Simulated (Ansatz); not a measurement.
Relative energy of two structures of BFGa2H2Si

We compare X, a singlet given by its coordinates, with Y, a singlet given by its coordinates. Both are isolated molecules in the gas phase, relaxed with PBE0-D3(BJ)/pcseg-1.

X (Å):

```xyz
7

B     0.1729    1.1411    0.4026
F    -1.2560   -1.0021   -1.3692
Ga    1.1285    1.5235   -1.2053
Ga    0.2455    1.9589    2.3764
Si   -1.0073   -0.2103    0.0514
H    -1.9848   -0.8791    0.9572
H     1.9645    1.9161   -2.4579
```

Close contacts (Å): B1–Ga3 1.91, B1–Ga4 2.14, B1–Si5 1.83, F2–Si5 1.65, Ga3–Si5 3.02, Ga3–H7 1.56, Si5–H6 1.49.

Y (Å):

| atom | x (Å) | y (Å) | z (Å) |
| --- | --- | --- | --- |
| B | -2.3160 | -1.9033 | -0.5434 |
| F | -3.3644 | -2.6829 | -0.7611 |
| Ga | 0.5186 | 0.0138 | -0.0927 |
| Ga | -1.7862 | -0.2124 | 0.5015 |
| Si | -0.4537 | -1.8480 | -1.1168 |
| H | 0.1849 | -2.8325 | -2.0361 |
| H | 1.8734 | 0.7500 | -0.0081 |

Close contacts (Å): B1–F2 1.32, B1–Ga4 2.06, B1–Si5 1.95, Ga3–Ga4 2.39, Ga3–Si5 2.34, Ga3–H7 1.54, Si5–H6 1.49.

**Question.** Estimate E(Y) − E(X) at the level CCSD(T)/def2-SVP + ΔMP2/def2-TZVPP.

**Answer.** Calculated at CCSD(T)/def2-SVP + ΔMP2/def2-TZVPP: E(Y) − E(X) = −7.6 kcal/mol, so structure Y lies lower.

The same difference at several levels:

| level | geometry | E(Y) − E(X) (kcal/mol) | departure from the last row (kcal/mol) | job, with rough time for the two |
| --- | --- | --- | --- | --- |
| PBE0-D3(BJ)/pcseg-1 | PBE0-D3(BJ)/pcseg-1 | −11.8 | −4.2 | optimisation, 54 s |
| HF/def2-SVP | PBE0-D3(BJ)/pcseg-1 | −2.7 | +4.8 | part of the CCSD(T) run |
| MP2/def2-SVP | PBE0-D3(BJ)/pcseg-1 | −11.4 | −3.9 | part of the CCSD(T) run |
| CCSD(T)/def2-SVP | PBE0-D3(BJ)/pcseg-1 | −11.1 | −3.6 | single point |
| CCSD(T)/def2-SVP + ΔMP2/def2-TZVPP | PBE0-D3(BJ)/pcseg-1 | −7.6 |  | single point, 59 s |

None of the levels shown reverses the order. The largest departure from CCSD(T)/def2-SVP + ΔMP2/def2-TZVPP is that of HF/def2-SVP, 4.8 kcal/mol. Levels run at GFN2-xTB geometries aren't shown. The last row adds to CCSD(T) the change of the MP2 difference between the two basis sets, here +3.6 kcal/mol, a large step that makes the value less sure.

With harmonic frequencies from PBE0-D3(BJ)/pcseg-1 (ideal gas, rigid rotor, one conformer each, 298.15 K, 1 atm): the zero-point term adds −0.2 kcal/mol; ΔH is −7.9 and ΔG −6.1 kcal/mol.

The correlated steps freeze 25 core orbitals; the filled d shell of Ga is correlated, in a basis made for valence electrons. Run with Ansatz 0.2.0; the last row on 2 threads of Intel(R) Xeon(R) Platinum 8259CL CPU @ 2.50GHz (Skylake/Cascade Lake) on a shared host.
